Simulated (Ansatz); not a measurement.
Consider the formal exchange of groups at a W–Cl bond: `[O]=[W]([F])(=[S])[Cl]` + CH₄ → `[CH3][W](=[O])([F])=[S]` + HCl.

Calculated with Ansatz (gas phase, PBE0-D4/def2-TZVP geometries, no zero-point term in ΔE). CCSD(T)/CBS is the MP2 limit (def2-TZVPP, def2-QZVPP) plus CCSD(T) − MP2 in def2-TZVPP, frozen cores. This one scheme is used for every species. Functionals use def2-TZVPP. B3LYP here is the variant with VWN-RPA as its local correlation; programs differ in this. HSE06 is defined as in plane-wave codes. def2 core potentials past Kr. For W outer-core shells are correlated without core-valence functions, which leaves a few kJ/mol of doubt a bond.

```csv
level,ΔE (kJ/mol),difference from CCSD(T)/CBS
PBE-D4,132.1,6.9
revPBE-D4,132.6,7.4
BLYP-D4,135.8,10.6
r2SCAN-D4,136.8,11.6
B97M-V,141.1,15.9
PBE0-D4,128.8,3.6
B3LYP-D4,133.1,7.9
r2SCANh-D4,134.8,9.6
HSE06-D4,129.1,3.9
CAM-B3LYP-D4,128.7,3.5
ωB97X-V,125.9,0.7
ωB97M-V,125.2,0.0
B2PLYP,137.5,12.3
PBE-QIDH,132.9,7.7
PBE,132.7,7.5
revPBE,133.9,8.7
BLYP,136.8,11.6
r2SCAN,137.1,11.9
PBE0,129.4,4.2
B3LYP,133.8,8.6
r2SCAN0,132.2,7.0
HSE06,129.6,4.4
BHLYP,130.7,5.5
CAM-B3LYP,129.2,4.0
LC-ωPBE,123.3,-1.9
RPA@PBE/def2-TZVPP,121.8,-3.4
HF/def2-SVP,124.2,-1.0
MP2/def2-SVP,142.8,17.6
CCSD/def2-SVP,121.5,-3.7
CCSD(T)/def2-SVP,126.5,1.3
HF/def2-TZVPP,126.3,1.1
SCS-MP2/def2-TZVPP,136.7,11.5
CCSD/def2-TZVPP,118.4,-6.8
CCSD(T)/def2-TZVPP,123.6,-1.6
HF/def2-QZVPP,126.4,1.2
MP2/def2-QZVPP,141.6,16.4
SCS-MP2/def2-QZVPP,137.5,12.3
HF/CBS(def2),126.4,1.2
MP2/CBS(def2),142.3,17.1
CCSD/CBS(def2),120.0,-5.2
CCSD(T)/CBS,125.2,0
```

Largest T1 diagnostic among the species: 0.023, so the coupled-cluster value is less sure than usual.

From BLYP to BHLYP (50 % exact exchange), in def2-TZVPP and without D4, ΔE moves by −6.1 kJ/mol. Leaving LDA and LC-ωPBE aside and taking each functional with its dispersion term where it has one, the values spread over 15.9 kJ/mol, from ωB97M-V to B97M-V. LDA lies −5.6 kJ/mol from PBE without D4.
